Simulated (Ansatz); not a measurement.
`C1O[SiH2][SiH2]1`, charge 0, multiplicity 1.

Task: Give a relaxed structure at PBE0-D4/def2-TZVP (the Gaussian-basis code of Ansatz). (Best estimate.)

Result: The calculation gave: 
```xyz
10

C    -0.856    0.617    0.662
O    -0.748   -0.804    0.900
Si    0.459   -1.377   -0.106
Si    0.501    0.873   -0.682
H    -1.869    0.856    0.327
H    -0.670    1.159    1.595
H    -0.042   -2.400   -1.066
H     1.585   -1.991    0.652
H     1.640    1.739   -0.275
H     0.000    1.327   -2.007
```
Point group Cs.
This is one stationary point; other conformers may exist.
